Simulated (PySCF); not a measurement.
TaF4, SMILES [F][Ta]([F])([F])[F] (connectivity only; charge and spin as stated), neutral, multiplicity 2.

The structure is a stationary point at B3LYP-D3(BJ)/def2-SVP. The multiplicity is an assumed one; other spin states were not compared. The isomer is the one that the SMILES or the coordinates give; other isomers of the formula were not compared. The def2 effective core potentials stand for the cores of Ta; spin–orbit coupling is left out.

Level of theory: TDA-PBE0/def2-SVPD run with PySCF 2.14.0.

Vertical excitations; the highest root listed may be one member of a degenerate set. Isolated molecule, no solvent.

```tsv
state	energy (eV)	λ (nm)	f	main pairs
root 1	2.14	580	0.000	α HOMO→LUMO (degenerate set)
root 2	2.14	580	0.000	α HOMO→LUMO+1 (degenerate set)
root 3	2.26	550	0.000	α HOMO→LUMO+2 100 %
root 4	4.98	249	0.124	α HOMO→LUMO+4 89 %
root 5	5.17	240	0.000	α HOMO→LUMO+3 97 %
root 6	6.45	192	0.061	α HOMO→LUMO+7 87 %
root 7	6.90	180	0.036	α HOMO→LUMO+5, α HOMO→LUMO+6 (degenerate set)
root 8	6.90	180	0.036	α HOMO→LUMO+6, α HOMO→LUMO+5 (degenerate set)
root 9	7.72	161	0.000	β HOMO→LUMO 97 %
root 10	7.91	157	0.000	α HOMO−1→LUMO+1 7 %, β HOMO−1→LUMO 68 %, β HOMO−2→LUMO 13 %
```
Unrestricted roots are not spin-pure.
